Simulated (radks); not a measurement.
Task: Spherical jellium clusters: N electrons in a uniform positive sphere of charge N and radius rs N^(1/3), rs unknown. Calculated with a radial shooting solver with Libxc functionals: non-relativistic Kohn-Sham, LDA (Slater exchange, Perdew-Wang correlation), spin-polarised, spherical densities. Levels are named by radial order and angular momentum (1s, 1p, 1d, 2s, ...), and open shells are averaged over m. Each electron was tried in the lowest free levels, single moves between levels near the top were tried too, and the lowest total energy was kept; such a search can miss a lower state. IP is vertical, at fixed background; rs is in bohr. The values of IP (eV) for N = 2 to 12 are 7.473, 4.593, 5.654, 6.316, 5.745, 6.330, 6.733, 3.923, 4.442, 4.857, 5.198. Estimate rs.

Result: rs = 2.49 bohr. A metal sphere has IP near W + 1/(2R) hartree with R = rs N^(1/3), and both terms fall as rs grows; shell closures ride on that trend.
